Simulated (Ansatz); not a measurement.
C2H4NO (SMILES [CH2-]C(N)=O), charge -1, singlet, geometry from GFN2-xTB (a gas-phase anion, which may not be bound at this level); CCSD(T)/6-31G* (Ansatz, a first-principles code).

The Ansatz input:
Ansatz 0.2 input:
```yaml
crystal:
  periodic: [false, false, false]
  atoms:
    - {symbol: O, position_ang: [0.32110613, 1.27946334, 0.38290945]}
    - {symbol: C, position_ang: [-0.07152129, 0.13590853, 0.02919906]}
    - {symbol: N, position_ang: [0.98097901, -0.77888988, -0.45034161]}
    - {symbol: C, position_ang: [-1.32792987, -0.37556948, 0.02513769]}
    - {symbol: H, position_ang: [0.80110933, -1.73036322, -0.14616487]}
    - {symbol: H, position_ang: [-1.53323136, -1.38272268, -0.31366156]}
    - {symbol: H, position_ang: [-2.17708968, 0.23305976, 0.29417115]}
    - {symbol: H, position_ang: [1.87021653, -0.46548576, -0.07124953]}
basis:
  gaussian:
    orbitals: 6-31G*
total_charge: -1
magnetization: {spin_polarized: false}
correlation: {method: ccsd_t}
```

What the program printed (banner, timings and long lists left out):

```
Functional definition: HF
680 factors; integrals over basis functions are off by at most 1.1e-3 eV
mean field evaluation 1: about -5638.9998 eV, gradient 3.4e1 eV
mean field evaluation 2: about -5639.0051 eV, gradient 3.4e1 eV
mean field evaluation 4: about -5641.6429 eV, gradient 4.0e0 eV
mean field evaluation 8: about -5641.6844 eV, gradient 3.5e-4 eV
mean field evaluation 16: about -5641.6767 eV, gradient 2.5e-1 eV
mean field -5641.68444472 eV, -207.3280792726 hartree, gradient 2.4e-6 eV, S^2 0.000000; 0 other end points of the search recorded, 0 dependent functions left out
4 core orbitals not correlated
reference -5641.68444472 eV, -207.3280792726 hartree; 12, 12 occupied and 52, 52 virtual orbitals, 680 factors
second order -16.30048889 eV of doubles, -0.00000000 eV of singles
cycle   1  -16.43920111 eV  change   -1.4e-1 eV  update   1.0e-1
cycle   2  -16.86139720 eV  change   -4.2e-1 eV  update   3.2e-2
cycle   3  -16.98940561 eV  change   -1.3e-1 eV  update   1.8e-2
cycle   4  -16.98980978 eV  change   -4.0e-4 eV  update   4.6e-3
cycle   5  -16.98632211 eV  change    3.5e-3 eV  update   1.9e-3
cycle   6  -16.98639598 eV  change   -7.4e-5 eV  update   6.1e-4
cycle   7  -16.98611585 eV  change    2.8e-4 eV  update   2.5e-4
cycle   8  -16.98595247 eV  change    1.6e-4 eV  update   9.1e-5
cycle   9  -16.98600434 eV  change   -5.2e-5 eV  update   4.0e-5
cycle  10  -16.98601590 eV  change   -1.2e-5 eV  update   1.4e-5
perturbative correction -0.52222827 eV, -0.0191915349 hartree
Total energy: -5659.19268890 eV, -207.9714953783 hartree
```
